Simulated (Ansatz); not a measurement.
Cost and result for the atomization energy of C3H9AlO (14 atoms, 14 bonds).

Cartesian coordinates in Å:
```
C -1.464 -0.470 -0.972
C -0.259 0.274 -0.462
O -0.490 0.617 0.979
C 1.053 -0.476 -0.399
Al 1.396 0.217 1.446
H -1.311 -0.719 -2.025
H -2.381 0.119 -0.890
H -1.594 -1.400 -0.415
H -0.139 1.229 -0.982
H -0.982 1.435 1.100
H 0.901 -1.555 -0.468
H 1.741 -0.167 -1.186
H 2.098 1.651 1.565
H 1.430 -0.755 2.708
```

Total charge 0; spin multiplicity 1. The bonds changed during the relaxation, so this is another structure than the one it started from. The structure was optimised at the PBE0-D4/def2-TZVP level. It is one conformer, not always the lowest. Program: Ansatz. All runs use 4 threads of an Arm Neoverse V1 on a shared host. Times are those of one run each, without the atoms' runs, and a repeat can differ threefold. Electronic energies, without spin–orbit coupling; frozen cores. CCSD(T)/CBS adds CCSD(T) − MP2 in def2-TZVPP to the MP2 limit, and its time is that of the two runs behind it. T1 = 0.010. B3LYP takes the VWN-RPA correlation (the form of Gaussian; ORCA's B3LYP/G).

CCSD(T)/CBS is a level of theory with its own doubt, some kJ/mol a heavy atom from the limit and from the frozen cores, so smaller differences don't rank the functionals.

```json
{"level": "PBE-D4/def2-TZVPP (with forces)", "functions": "292", "wall time": "3.4 s"}
{"level": "PBE0-D4/def2-TZVPP", "functions": "292", "wall time": "3.8 s"}
{"level": "r2SCAN-D4/def2-TZVPP (with forces)", "functions": "292", "wall time": "6.5 s"}
{"level": "B3LYP-D4/def2-TZVPP (with forces)", "functions": "292", "wall time": "6.5 s"}
{"level": "B2PLYP/def2-TZVPP", "functions": "292", "wall time": "7.5 s"}
{"level": "ωB97X-V/def2-TZVPP", "functions": "292", "wall time": "11 s"}
{"level": "ωB97M-V/def2-TZVPP (with forces)", "functions": "292", "wall time": "15 s"}
{"level": "MP2/def2-QZVPP", "functions": "568", "wall time": "44 s"}
{"level": "CCSD(T)/def2-TZVPP", "functions": "292", "wall time": "4.9 min"}
{"level": "CCSD(T)/CBS(def2)", "functions": "–", "wall time": "5.7 min"}
```

Question: What atomization energy does each give, and how far from CCSD(T)/CBS? (Best estimate.)

Answer: Computed: 
```csv
level,atomization (kJ/mol),difference from CCSD(T)/CBS,per bond
PBE-D4/def2-TZVPP (with forces),5170.3,56.4,4.0
PBE0-D4/def2-TZVPP,5107.7,-6.2,-0.4
r2SCAN-D4/def2-TZVPP (with forces),5120.5,6.6,0.5
B3LYP-D4/def2-TZVPP (with forces),5099.1,-14.8,-1.1
B2PLYP/def2-TZVPP,5048.6,-65.3,-4.7
ωB97X-V/def2-TZVPP,5120.4,6.5,0.5
ωB97M-V/def2-TZVPP (with forces),5124.0,10.1,0.7
MP2/def2-QZVPP,5117.1,3.2,0.2
CCSD(T)/def2-TZVPP,4997.1,-116.8,-8.3
CCSD(T)/CBS(def2),5113.9,0.0,0.0
```

From PBE to PBE0 (25 % exact exchange), in def2-TZVPP and without D4, the atomization energy moves by −58.2 kJ/mol: exact exchange takes away binding that semilocal exchange gives to molecules. In def2-TZVPP, CCSD(T) changes the Hartree–Fock value by +1202.8 kJ/mol (the triples alone add +62.6 kJ/mol) and MP2 by +1253.9 kJ/mol; breaking electron pairs costs correlation energy, which Hartree–Fock lacks. The D4 term adds +43.5 kJ/mol with B3LYP and +22.9 kJ/mol with PBE0; it sums over pairs of atoms, weighted by their polarisabilities, and B3LYP, whose exchange is more repulsive, gets the larger term.
